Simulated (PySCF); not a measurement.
## EPR parameters of C7H9

Compound: C7H9 (doublet state).
Z-matrix (Å and degrees, GFN2-xTB geometry), rows numbered from 1:
```
C 
C   1  1.3453
C   2  1.4269  1  127.24
C   3  1.4350  2  120.46  1    -5.33
C   4  1.3390  3  126.25  2   152.04
C   3  1.4293  2  117.07  1   175.87
C   6  1.3431  3  127.03  2   159.96
H   1  1.0756  2  122.91  3    -0.55
H   1  1.0759  2  120.84  3   179.70
H   2  1.0843  1  117.57  3   179.23
H   4  1.0833  3  115.61  2   -25.36
H   5  1.0762  4  122.18  3    -3.08
H   5  1.0766  4  121.25  3   179.65
H   6  1.0849  3  115.15  2   -16.16
H   7  1.0764  6  121.01  3  -178.89
H   7  1.0757  6  122.25  3    -1.60
```

The hyperfine couplings belong to this conformer and change with its torsions.

The species is `[CH2]C=C(C=C)C=C` [radical].

Method: UKS B3LYP, pcH-1 on C H, non-relativistic, mean-field spin-orbit, GIAO in PySCF 2.14.0. Isolated species at its GFN2-xTB geometry (one conformer only). Couplings are sensitive to structure, and on GFN2-xTB geometries they can be far from those on DFT ones. The frame is twisted about the C3–C4 bond at this geometry (dihedral C2–C3–C4–H11 = -25°); couplings at other torsion angles weren't computed. Stability of the SCF solution: not tested. ⟨S²⟩ is 0.790 where a pure state has 0.75.

```json
{
 "g1, g2, g3": "2.00231, 2.00268, 2.00274",
 "g_iso": "2.00258",
 "Form of g": "rhombic: the two nearest values differ by 16 % of g3 − g1",
 "⟨S²⟩": "0.7900 (exact 0.7500)",
 "α and β electrons": "26, 25",
 "Basis functions": "265"
}
```

Isotropic coupling and dipolar principal values T1 to T3, in MHz; ρ(0) is the spin density at the nucleus:

```csv
atom,isotope,a_iso,T1,T2,T3,Mulliken spin population,ρ(0) (bohr⁻³)
C1,13C,34.6,-32.2,-30.7,63.0,0.43,0.0308
C2,13C,-38.0,-22.8,9.3,13.6,-0.21,-0.0338
C3,13C,50.1,-41.8,-40.5,82.3,0.52,0.0446
C4,13C,-30.7,-17.5,7.1,10.4,-0.16,-0.0273
C5,13C,24.7,-21.4,-20.4,41.8,0.28,0.0220
C6,13C,-36.5,-21.8,8.9,12.9,-0.19,-0.0324
C7,13C,32.3,-29.8,-28.5,58.3,0.39,0.0287
H8,1H,-25.3,-13.3,-0.9,14.3,-0.02,-0.0057
H9,1H,-26.4,-15.7,-0.2,15.9,-0.02,-0.0059
H10,1H,10.0,-3.6,-2.0,5.5,0.01,0.0022
H11,1H,22.7,-3.5,-1.9,5.4,0.01,0.0051
H12,1H,-17.1,-7.7,-1.6,9.3,-0.01,-0.0038
H13,1H,-18.0,-10.6,-0.6,11.2,-0.01,-0.0040
H14,1H,18.1,-3.5,-1.6,5.1,0.01,0.0040
H15,1H,-24.4,-14.6,-0.4,15.1,-0.02,-0.0055
H16,1H,-23.4,-11.6,-2.0,13.6,-0.02,-0.0052
```

Largest spin populations (Mulliken): C3 (+0.52), C1 (+0.43), C7 (+0.39) and C5 (+0.28). Four atoms exceed +0.15. The angles at C3 add up to 360.0°, so it is planar.

The SMILES `[CH2]C=C(C=C)C=C` draws the unpaired electron on C1, whose computed spin population is only +0.43.

Axes: g3 points within 2° of the C1–H9 bond.

Under fast tumbling the dipolar parts average out, and these isotropic splittings remain (the largest six): 1 × 1H (H9, I = 1/2, 2 lines) with 0.94 mT, 1 × 1H (H8, I = 1/2, 2 lines) with 0.90 mT, 1 × 1H (H15, I = 1/2, 2 lines) with 0.87 mT, 1 × 1H (H16, I = 1/2, 2 lines) with 0.83 mT, 1 × 1H (H11, I = 1/2, 2 lines) with 0.81 mT and 1 × 1H (H14, I = 1/2, 2 lines) with 0.64 mT.

H8 and H9 aren't averaged: C1 is flat or nearly so (angle sum 360°), and its turn about the short C1–C2 bond (1.35 Å) is taken as slow.

The 13C coupling of C3 (50.1 MHz) shows only in satellite lines or after enrichment, since that isotope makes up about 1.07 % of natural carbon.

Hardware: one thread of an Arm Neoverse V2, on a shared host. Cost: 50 s (with the writing of density and orbital grids), 0.97 GiB resident at most.
